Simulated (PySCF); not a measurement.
A geometry optimisation on `[N]#[Sc]`.

Computed with PBE0-D3(BJ)/def2-TZVP geometry optimisation, gas phase (PySCF 2.14.0). Start geometry: GFN2-xTB. The input is one job of a driver script: a line of settings, then coordinates in Å.

Command:
```bash
OMP_NUM_THREADS=1 python probes_run.py task.json out
```

Input:
```
{"job": {"xc": "PBE0", "basis": "def2-TZVP", "d3": "d3bj", "grid": 2, "shake": 0.01, "kind": "geom"}, "charge": 0, "multiplicity": 1}
N      0.938370    -0.028550     0.001460
Sc    -0.920880    -0.000260    -0.013590
```

Question: What does the run print?

Answer: 
```
step   0  E = -815.08353798  max force = 0.103283
step   1  E = -815.10857448  max force = 0.014267
step   2  E = -815.10887353  max force = 0.010624
step   3  E = -815.10914369  max force = 0.000652
step   4  E = -815.10914483  max force = 0.000185
optimisation converged
```

Energies in Eh; «max force» is the largest Cartesian gradient component in Eh/bohr.

Question: How much energy does the optimisation release, in kJ/mol?

Answer: E(step 0) − E(last step) = 0.025607 Eh, which is 67.2 kJ/mol.

Question: Give the first gradient maximum in eV/Å.

Answer: With 1 Eh/bohr = 51.422 eV/Å, 5.311 eV/Å.

In short: final energy -815.10914 Eh after 4 steps; dipole 7.40 D.

Question: Estimate the wall time. Hardware: one thread, Arm Neoverse V1 (aarch64), shared host. And the peak memory of the process?

Answer: About 6.8 s, with 0.31 GiB resident at the peak, the Python interpreter and its libraries included.
Labels such as C1 count atoms from 1, the log's own numbers from 0.
